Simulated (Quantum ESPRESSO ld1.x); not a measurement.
Values are calculated unless marked as measured or tabulated.
Question: These are the eigenvalues of the occupied orbitals of an atom or ion with whole-number occupations (hartree). Code: ld1.x of Quantum ESPRESSO 7.5. Model: scalar-relativistic Kohn-Sham, LDA (Slater exchange, Perdew-Zunger correlation), spin-polarised, spherical densities, point nucleus.

orbital  eigenvalue
1s up      -514.108
1s down    -513.574
2s up      -107.711
2s down    -106.950
2p up      -101.963
2p down    -101.045

Which element is it, and in what charge state? The configuration may be excited. Open shells, if any, are filled with parallel spins first.

Answer: Z = 34, selenium, charge +26: Se26+ in [He] 2s2 2p4. The list shows which subshells hold electrons but not how many an open one holds; the 1s level, -514.11 hartree, gives Z - s = 32.1 by -(Z - s)^2/2, which with screening and relativity narrows Z to a few neighbours, and the depths of the outer levels then fix element, charge and occupations together.
